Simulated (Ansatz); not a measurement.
Abridged output of a molecular run in Ansatz:

```
Functional definition: HF
1006 factors; integrals over basis functions are off by at most 1.2e-3 eV
mean field evaluation 1: about -23511.8810 eV, gradient 3.1e1 eV
mean field evaluation 2: about -23511.9609 eV, gradient 3.1e1 eV
mean field evaluation 4: about -23514.8348 eV, gradient 3.6e0 eV
mean field evaluation 8: about -23514.9062 eV, gradient 3.6e-1 eV
mean field -23514.90713869 eV, -864.1568983704 hartree, gradient 1.7e-6 eV, S^2 0.000000; 0 other end points of the search recorded, 0 dependent functions left out
13 core orbitals not correlated: weight in the atoms' cores, before any rotation towards them, 1.000 or more for the frozen orbitals, at most 0.000 for the correlated occupied ones
reference -23514.90713869 eV, -864.1568983704 hartree; 15, 15 occupied and 75, 75 virtual orbitals, 1006 factors
second order -18.45255651 eV of doubles, -0.00000000 eV of singles
cycle   1  -19.22528645 eV  change   -7.7e-1 eV  update   1.1e-1
cycle   2  -19.76929786 eV  change   -5.4e-1 eV  update   3.4e-2
cycle   3  -19.90261880 eV  change   -1.3e-1 eV  update   1.7e-2
cycle   4  -19.90073607 eV  change    1.9e-3 eV  update   4.1e-3
cycle   5  -19.89974403 eV  change    9.9e-4 eV  update   1.6e-3
cycle   6  -19.89992786 eV  change   -1.8e-4 eV  update   4.3e-4
cycle   7  -19.89971741 eV  change    2.1e-4 eV  update   1.3e-4
cycle   8  -19.89970612 eV  change    1.1e-5 eV  update   4.5e-5
cycle   9  -19.89971569 eV  change   -9.6e-6 eV  update   1.7e-5
perturbative correction -0.60738402 eV, -0.0223209512 hartree
Total energy: -23535.41423841 eV, -864.9105203847 hartree
```

Its atoms:

Z-matrix (Å, degrees):
```
Si
C 1 1.857
H 1 1.483 2 111.0
H 1 1.488 2 110.6 3 121.2
H 1 1.487 2 108.6 3 -120.6
C 2 1.327 1 125.0 3 -19.0
H 2 1.085 1 119.3 3 160.5
S 6 1.750 2 125.4 1 172.3
F 6 1.338 2 121.5 1 -4.0
H 8 1.344 6 95.5 2 151.7
```

(1) Which basis set was used?
A. def2-TZVPPD
B. def2-TZVPP
C. def2-SVP
D. def2-SVPD

(2) Write the keys of the input that set method, charge and spin (a neutral closed shell needs none for the last two).

## Answers

(1) C. It gives 103 functions.

(2) 
```yaml
correlation: {method: ccsd_t}
```
